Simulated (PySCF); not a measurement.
CrF₃, SMILES [F][Cr]([F])[F] (connectivity only; charge and spin as stated), neutral, multiplicity 4.

Coordinates come from a TPSSh-D3(BJ)/def2-SVP optimisation. The spin state was assumed, not searched.

These are TPSSh-D3(BJ)/def2-SVP run with PySCF 2.14.0 values and carry that method's errors.

Frequencies are harmonic and unscaled.

Modes within 1.5 cm⁻¹ of each other (mostly degenerate sets) share a row, with their intensities summed.

Computed vibrational spectrum:
```csv
mode,ν (cm⁻¹),IR (km/mol),moving atoms (share of kinetic energy)
1,16,41.8,"Cr 52 %, F 48 %"
2–3,177,23.2,"F 85 %, Cr 15 %"
4,687,0.0,F 100 %
5–6,794,371.7,"F 63 %, Cr 37 %"
```
